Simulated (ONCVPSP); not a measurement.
# Potentials for Cl compared

Generated with ld1.x 7.5 (TM, RRKJ, ultrasoft, PAW), atompaw 4.2 or ONCVPSP 4.0.1. The cutoff is in Ry: for ld1.x and atompaw files where the sum of valence levels is converged to 10 mRy in a Bessel basis, for ONCV files where the hardest occupied wave has 1 mHa per electron of residual kinetic energy. The error is the largest all-electron minus pseudo excitation energy over each file’s own four to seven test configurations (ionisations up to +4, promotions, holes and added fractions of an electron), all of which were solved. The labels leave out finer settings (local radius, basis sizes, second energies), which also bear on the numbers. Spin-polarised tests are not counted. The rows are a selection from randomly drawn settings: files with unsolved tests, undetermined cutoffs or missed reference levels are left out.

A true bound ghost makes a file unfit for plane-wave use even where its test errors are small: the radial tests pick states by their node count and pass the ghost by.

```tsv
potential	cutoff (Ry)	largest error (meV)	bound ghosts
ONCV, PBEsol, scalar-relativistic, rc 1.30/1.05/1.15 (spd), local p, core correction yes, reference 3s1.5 3p5.5, qcut 4.1/8.4/8.1, projectors 3/0/3	137	+23	none
ONCV, LDA (Perdew-Wang 92), scalar-relativistic, rc 1.05/1.05/1.10 (spd), local s, core correction yes, reference 3s2 3p5, qcut 7.6/6.2/9.3, projectors 0/1/2	124	+79	none
ONCV, PBE, fully relativistic, rc 1.05/1.05 (sp), local p, core correction yes, reference 3s1.5 3p5.5, qcut 5.7/6.3, projectors 2/0	202	+173	none
ONCV, PBEsol, non-relativistic, rc 1.25/1.35/1.15 (spd), local smoothed, core correction yes, reference 3s2 3p5, qcut 4.1/6.1/8.4, projectors 2/1/1	147	+229	none
```

(1) Fill in the row for Cl: ONCV, PBE, scalar-relativistic, rc 0.90/0.70/0.70 (spd), local smoothed, core correction yes, reference 2s2 2p6 3s1.5 3p5.5, qcut 13.6/20.8/14.1, projectors 2/2/1.

(2) Fill in the row for Cl: ONCV, BLYP, scalar-relativistic, rc 1.25/1.30 (sp), local s, core correction no, reference 3s2 3p3, qcut 5.2/6.7, projectors 0/2.

(3) Fill in the row for Cl: ONCV, PBE, non-relativistic, rc 0.60/0.75/0.75 (spd), local smoothed, core correction yes, reference 2s2 2p6 3s1 3p6, qcut 20/15/13.5, projectors 2/2/3.

Results:

(1) cutoff 360 Ry, largest error +16 meV, bound ghosts: none.

(2) cutoff 51 Ry, largest error +116 meV, bound ghosts: none.

(3) cutoff 310 Ry, largest error -365 meV, bound ghosts: d.
